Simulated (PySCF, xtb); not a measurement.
Mg(Cl)(SMe) (CH₃ClMgS), SMILES C[S][Mg][Cl]. The values are those of a single conformer.

Harmonic wavenumbers (cm⁻¹) from GFN2-xTB in xtb at its own minimum, in rising order: 33, 65, 101, 163, 303, 427, 714, 940, 944, 1313, 1433, 1443, 2968, 2973, 3033.

Task: What does B3LYP-D3(BJ)/def2-SVP run with PySCF give at its own minimum? (Estimate from the structure and the level; the computed values follow.)

Result: 70, 70, 119, 173, 306, 586, 689, 950, 965, 1336, 1457, 1462, 3042, 3140, 3144. Paired by order, the mean absolute difference is 47 cm⁻¹ and the zero-point energies are 24.1 and 25.0 kcal/mol.
